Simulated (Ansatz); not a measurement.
Isolated molecules relaxed with PBE0-D4/def2-TZVP in Ansatz; ΔE leaves out vibrations. CCSD(T)/CBS is the MP2 limit (def2-TZVPP, def2-QZVPP) plus CCSD(T) − MP2 in def2-TZVPP, frozen cores. This one scheme is used for every species. One conformer a species, not always the lowest.

Reaction (formal hydrolysis of a B–Si bond): `O[SiH2]B(O)F` + H₂O → `OB(O)F` + `O[SiH3]`

| species | CCSD/def2-SVP energy (Eh) |
| --- | --- |
| `O[SiH2]B(O)F` | -565.71662 |
| H₂O | -76.17170 |
| `OB(O)F` | -275.63210 |
| `O[SiH3]` | -366.32450 |

Problem. Work out ΔE.

Solution. ΔE = (-275.63210) + (-366.32450) − (-565.71662) − (-76.17170) = -0.06828 Eh = -1.86 eV. CCSD(T)/CBS gives -1.54 eV.

Problem. What do rigid-rotor, harmonic-oscillator terms from PBE0-D4/def2-TZVP frequencies (298.15 K, 1 bar) make of the CCSD(T)/CBS value? (Estimate.)

Solution. Computed: ΔZPE = +0.03 eV, ΔH = -1.56 eV, ΔS = -4 J/(mol·K), ΔG = -1.55 eV. Modes under 50 cm⁻¹ make the entropy rough.

Largest T1 diagnostic among the species: 0.013.

From PBE to PBE0 (25 % exact exchange), in def2-TZVPP and without D4, ΔE moves by −0.09 eV. Leaving LDA and LC-ωPBE aside and taking each functional with its dispersion term where it has one, the values, not all of them listed here, spread over 0.28 eV, from BHLYP-D4 to revPBE-D4. LDA lies −0.09 eV from PBE without D4. In def2-TZVPP, CCSD(T) changes the Hartree–Fock value by +0.27 eV (the triples alone add +0.04 eV) and MP2 by +0.23 eV.
